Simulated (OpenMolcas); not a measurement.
**Ti2+ in KZnF3: curves along the breathing mode**

Ti2+ with its 6 nearest fluoride ions, on the Zn site of KZnF3 (a = 4.054 Å, distance in the model lattice 2.027 Å). The rest of the host is ab initio model potentials to 7.6 Å, with orthogonalisation functions on the cations behind the ligands, and point charges beyond; the distance is set by hand and nothing relaxes. Ligand basis ANO-RCC-VDZP.

```yaml
Program: OpenMolcas
Method: "SS-CASPT2, IPEA 0.25 Eh, imaginary shift 0.1 Eh (closed shells correlated: 3s 3p and the ligand valence shells)"
Basis: ANO-RCC-VDZP [5s4p2d1f]
Scalar_Hamiltonian: DKH2, point nucleus
Active_space: 2 electrons in 5 orbitals (3d)
State_averaging: 2S+1 = 3 even, 10 roots; 2S+1 = 1 even, 15 roots
Spin-orbit_coupling: state interaction with AMFI integrals over the reference wave functions
```

Spin-free energies (labels of O, the rotations of Oh) in cm-1 above the lowest fitted minimum, as all ligands move together:

```tsv
R (Å)	3T1	1T2	1E	3T2	1A1	3T1(2)	3A2
1.98	1770	11260	11570	19320	22350	28250	38660
2.027	-20	9590	9970	15830	20530	24770	33160
2.073	710	10350	10760	14920	21100	23940	30550
2.12	3700	13360	13840	16460	23950	25560	30540
2.167	8980	18610	19190	20440	29060	29610	33130
2.213	16390	25990	26660	26730	36280	35960	38200
2.26	26430	35980	36720	35720	46100	45020	46100
```

Cubic fits give the following; the wavenumber is harmonic, with the mass of all moving ligands, small differences in it between states hang on the degree of the fit, a number in brackets counts states of one label, and the table is a selection of at most 14 states with clean curves.

```csv
State,R0 (Å),Breathing mode (cm-1),Minimum (cm-1)
3T1,2.037,561,0
1T2,2.036,555,9620
1E,2.035,557,9980
3T2,2.068,579,14900
1A1,2.039,556,20500
3T1(2),2.067,581,23910
3A2,2.097,600,30180
1E(2),2.096,599,41890
1A1(2),2.093,598,55420
```

The minimum of 3T2 is shifted by +0.0310 Å against 3T1 (from the unrounded fits). With M = 114.0 u for the moving shell, the Huang-Rhys factor in this mode is S = M ω ΔR² / 2ħ = 0.01483 × 114.0 × 561 × 0.0310² = 0.91. Only the first shell moves, against a rigid host.

Roots that are degenerate in the reference are averaged as groups; the widest CASPT2 spread within a group is 760 cm-1 (the 3-fold group of multiplicity 1 near 25200 cm-1 above the lowest state of its run, R = 2.073). Shifts and gaps below about the spread of the groups concerned are not significant. Over all roots computed the reference weight is 0.74 to 0.75 in R = 1.98, 0.74 to 0.75 in R = 2.027, 0.74 to 0.75 in R = 2.073, 0.74 to 0.75 in R = 2.12, 0.74 to 0.75 in R = 2.167, 0.74 to 0.75 in R = 2.213, 0.75 to 0.76 in R = 2.26; a low but even weight reflects the number of correlated electrons. An orbital triplet at a regular site is open to Jahn-Teller coupling, which can distort the site and quench the lowest spin-orbit gaps and is left out. Ligand-to-metal charge-transfer states are missing. With no ligand orbital active B as a rule stays too high, so bands that hang on it stand too high and its fall with covalency is understated. With one d shell and no ligand orbital active, 10Dq can be off by tens of per cent for divalent 3d ions, low with halides held by bare charges and at times high in hosts. Free-ion shares, where given, are those of the reference states; single-state CASPT2 does not remix them (holds for R = 2.027; R = 2.073; R = 2.12; R = 2.167; R = 2.213; R = 2.26). No measured value stands beside these numbers.
